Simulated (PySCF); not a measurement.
Method: PySCF 2.14.0 with PBE-D3(BJ)/def2-TZVP // BP86-D3(BJ)/def2-SVP. Isolated molecules, 0 K electronic values unless said otherwise. One relaxed conformer stands for a flexible species; it need not be the lowest. 

Reference species: [Sc(F)2(OH)] (neutral, multiplicity 1).

```yaml
charge on the central atom (Mulliken): 1.35 e
coordination_number: 3
LUMO: -3.02 eV
HOMO–LUMO gap: 4.49 eV
```

Changed species: [Sc(F)3] (0 of 3 F replaced by OH; the reference has 1 of 3 F replaced by OH).

Predict the effect on the charge on the central atom (Mulliken), coordination number, LUMO and HOMO–LUMO gap.

the charge on the central atom (Mulliken) is nearly the same; the coordination number is nearly the same; the LUMO falls by 0.46 eV, to -3.48 eV; the HOMO–LUMO gap rises by 1.21 eV, to 5.70 eV.
